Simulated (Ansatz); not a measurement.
Method: frozen-core CCSD(T)/cc-pVTZ // B3LYP-D3(BJ)/def2-TZVP (Ansatz, a quantum-chemistry and plane-wave program).

Ansatz 0.2 input:
```yaml
crystal:
  periodic: [false, false, false]
  atoms:
    - { symbol: B, position_ang: [0.000007, 0.0, -0.000235] }
    - { symbol: H, position_ang: [-0.340576, 1.139335, -0.009555] }
    - { symbol: H, position_ang: [-0.816004, -0.864731, -0.02333] }
    - { symbol: H, position_ang: [1.156573, -0.274605, 0.03312] }
basis:
  gaussian: { orbitals: cc-pVTZ }
correlation:
  method: ccsd_t
```

Output:

```
Functional definition: HF
397 factors; integrals over basis functions are off by at most 1.3e-3 eV
mean field evaluation 1: about -717.9659 eV, gradient 9.8e0 eV
mean field evaluation 2: about -717.9649 eV, gradient 9.8e0 eV
mean field evaluation 4: about -718.3847 eV, gradient 1.5e-1 eV
mean field evaluation 8: about -718.3847 eV, gradient 1.6e-4 eV
mean field -718.38472798 eV, -26.4001518144 hartree, gradient 3.3e-7 eV, S^2 0.000000; 0 other end points of the search recorded, 0 dependent functions left out
1 core orbitals not correlated
reference -718.38472798 eV, -26.4001518144 hartree; 3, 3 occupied and 68, 68 virtual orbitals, 397 factors
second order -3.08435791 eV of doubles, -0.00000000 eV of singles
cycle   1  -3.52149375 eV  change   -4.4e-1 eV  update   4.2e-2
cycle   2  -3.67135789 eV  change   -1.5e-1 eV  update   1.3e-2
cycle   3  -3.67524020 eV  change   -3.9e-3 eV  update   2.2e-3
cycle   4  -3.67485700 eV  change    3.8e-4 eV  update   5.0e-4
cycle   5  -3.67469109 eV  change    1.7e-4 eV  update   1.4e-4
cycle   6  -3.67469968 eV  change   -8.6e-6 eV  update   3.8e-5
cycle   7  -3.67470502 eV  change   -5.3e-6 eV  update   1.1e-5
cycle   8  -3.67470485 eV  change    1.7e-7 eV  update   2.9e-6
perturbative correction -0.06869982 eV, -0.0025246717 hartree
Total energy: -722.12813264 eV, -26.5377193984 hartree
```

Cost: around 0.6 core-seconds (rough).
